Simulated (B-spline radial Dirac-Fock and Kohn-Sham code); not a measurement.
## Magnetic form factor of the 4f shell of Os²²⁺

System: Os²²⁺ in the configuration 1s2 2s2 2p6 3s2 3p6 3d10 4s2 4p6 4d10 4f8.

Input file task.json (cfg lists n, l and occupation; rrms is the nuclear radius in fm):

```json
{"items": [{
  "Z": 76,
  "q": 22,
  "cfg": [[1, 0, 2], [2, 0, 2], [2, 1, 6], [3, 0, 2], [3, 1, 6], [3, 2, 10], [4, 0, 2], [4, 1, 6], [4, 2, 10], [4, 3, 8]],
  "A": 192,
  "rrms": 5.4126,
  "do": ["scatter"],
  "s": [0.0, 0.06, 0.08, 0.1, 0.12, 0.15, 0.19, 0.24, 0.3, 0.38, 0.48, 0.6, 0.75, 0.94, 1.18, 1.47, 1.85, 2.31, 2.9, 3.63, 4.55, 5.7, 7.14],
  "pz": [0, 0.1, 0.15, 0.21, 0.31, 0.46, 0.67, 0.99, 1.4, 2.1, 3.1, 4.5, 6.7, 9.8, 14.0, 21.0, 31.0, 45.0, 66.0, 96.0, 140.0],
  "hv_scatter": [1000, 8047.8, 10000, 17479.3, 50000, 100000, 500000, 1000000]
}]}
```

Command: `python xray_run.py task.json out`

The computed values come from a B-spline atomic structure program: Dirac-Fock densities. ⟨j_K⟩ is the integral of the 4f radial density with the spherical Bessel function j_K(4πsr), s = sin θ/λ.

Hund's rules give S = 3, L = 3, J = 6 for 4f8, so g = 1.500, and the dipole approximation is F = ⟨j0⟩ + C₂⟨j2⟩ with C₂ = (2 − g)/g = 0.333.

```csv
s (Å⁻¹),⟨j0⟩,⟨j2⟩,⟨j4⟩,⟨j6⟩,F (dipole)
0,1.0000,0.0000,0.0000,0.0000,1.0000
0.06,0.9934,0.0026,0.0000,0.0000,0.9943
0.08,0.9884,0.0046,0.0000,0.0000,0.9899
0.1,0.9819,0.0072,0.0000,0.0000,0.9843
0.12,0.9740,0.0103,0.0000,0.0000,0.9775
0.15,0.9597,0.0160,0.0001,0.0000,0.9650
0.19,0.9361,0.0252,0.0003,0.0000,0.9445
0.24,0.9001,0.0390,0.0007,0.0000,0.9131
0.3,0.8484,0.0585,0.0016,0.0000,0.8679
0.38,0.7683,0.0874,0.0038,0.0001,0.7974
0.48,0.6568,0.1250,0.0086,0.0004,0.6985
0.6,0.5182,0.1662,0.0180,0.0013,0.5736
0.75,0.3561,0.2039,0.0347,0.0038,0.4241
0.94,0.1908,0.2230,0.0602,0.0102,0.2652
1.18,0.0574,0.2074,0.0898,0.0233,0.1265
1.47,-0.0152,0.1580,0.1095,0.0424,0.0374
```

Radial moments of the shell: ⟨r²⟩ = 0.2482, ⟨r⁴⟩ = 0.1053, ⟨r⁶⟩ = 0.06863 in powers of bohr.
